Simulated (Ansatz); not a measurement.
## Pulling the pair apart

The pair of N2 (SMILES N#N, atoms 1–2) and SiH4O (SMILES [SiH3]O, atoms 3–8), both closed shells, in one local arrangement (a lower one may exist), relaxed at PBE0-D4/def2-TZVP:

```xyz
8
angstrom
N -1.2756 -1.6779 -3.1145
N -0.7084 -1.3739 -2.2363
Si 0.2783 0.7882 1.1615
O 0.9505 -0.4769 0.3533
H -1.0941 0.4690 1.6452
H 1.1634 1.0585 2.3178
H 0.1850 2.0043 0.3063
H 0.5009 -0.7913 -0.4334
```

SiH4O is shifted rigidly along the line between the mean atom positions of the two fragments (negative: closer). Counterpoise interaction energies in kcal/mol. Computed with Ansatz 0.2.0 (basis: def2-TZVPPD); correlated methods freeze the cores. B3LYP uses VWN-RPA correlation.

| shift (Å) | B3LYP-D4 | HF | MP2 |
| --- | --- | --- | --- |
| -0.22 | -1.14 | 0.86 | -1.15 |
| -0.11 | -1.43 | 0.18 | -1.48 |
| 0.00 | -1.51 | -0.22 | -1.60 |
| 0.11 | -1.48 | -0.45 | -1.60 |
| 0.27 | -1.33 | -0.59 | -1.49 |
| 0.56 | -0.95 | -0.58 | -1.17 |
| 1.12 | -0.40 | -0.36 | -0.64 |
| 2.25 | 0.00 | -0.13 | -0.21 |

At the largest shift the D4 term itself is slightly repulsive (B3LYP-D4 +5.6 meV): a quirk of that model, not of the functional.

(1) What does CCSD(T) give at these shifts? (Judge from chemistry; the value comes from the calculation.)

T1 diagnostic: at most 0.013.

Results:

(1) Computed: -1.01, -1.37, -1.52, -1.54, -1.44, -1.13, -0.61, -0.19 kcal/mol. For zero shift, CCSD(T) at an estimated basis limit (MP2 extrapolated from triple and quadruple zeta, plus CCSD(T) − MP2 in triple zeta) gives -1.64 kcal/mol. These are counterpoise interaction energies, counted from the two frozen fragments.

For scale, one of the runs: CCSD(T)/def2-TZVPPD, 230 basis functions, launched by `ansatz run in.yaml --threads 4 --pin off --events-out ev --progress --plain --max-ram 9574MiB`. The run took 76 s on 4 CPU threads of an Arm Neoverse V1 (shared host), with 3.9 GiB of host memory at its peak.
